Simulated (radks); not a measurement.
Values are calculated unless marked as measured or tabulated.
Numerical settings for the tungsten ion W2+, [Xe] 4f14 5d4. Level of theory: scalar-relativistic Kohn-Sham, BLYP, spin-unpolarised, spherical densities, finite nucleus; Fermi nuclear charge, rms radius 5.3658 fm (a radial shooting solver on a logarithmic mesh with Libxc functionals). The defaults (mesh step 0.008 in ln r, mesh end at 40 bohr or more with all orbitals vanishing there, Anderson mixing 0.5 over 9 steps, residual threshold near 1e-9 with the energy settled to 1e-9 hartree or 1e-11 of itself, here a cap of 62 iterations) give E = -16140.0332 hartree and 5d at -19.845 eV in 17 iterations. Run on one thread of a shared host, so times are rough (Arm Neoverse V1): 0.16 s of CPU time, 0.16 s wall, 17 iterations on 2254 mesh points. Changes against that run (0 stands for a change within the tolerance of the run):

\begin{tabular}{lrrrrr}
setting & iterations & converged & E (mhartree) & e(5d) (meV) & CPU (s) \\ \hline
mesh step in ln r 0.012 & 16 & yes & 0 & 0 & 0.11 \\
mesh step in ln r 0.03 & 16 & yes & +0.00439 & 0 & 0.05 \\
mesh step in ln r 0.05 & 16 & yes & +0.0828 & -0.00537 & 0.04 \\
mesh end (bohr) 20 & 17 & yes & 0 & 0 & 0.16 \\
mesh end (bohr) 1 & 62 & no & +1.11e+05 & +3.44e+05 & 1.1 \\
residual threshold 1e-16 & 62 & no & 0 & 0 & 0.28 \\
residual threshold 0.01 & 11 & yes & 0 & -0.145 & 0.12 \\
mixing 2.5 & 26 & yes & 0 & 0 & 0.23 \\
linear mixing, mixing 0.8 & 62 & no & +2.1e+05 & +3.79e+03 & 1.2 \\
linear mixing, mixing 0.2 & 62 & no & 0 & -0.0057 & 0.46 \\
mixing history 20 & 24 & yes & 0 & 0 & 0.21 \\
iteration cap 2 & 2 & no & +3.58e+03 & -2.3e+04 & 0.03 \\
\end{tabular}

No run marked as converged misses the energy by more than 1 mhartree. A mesh that ends early acts as a hard wall.
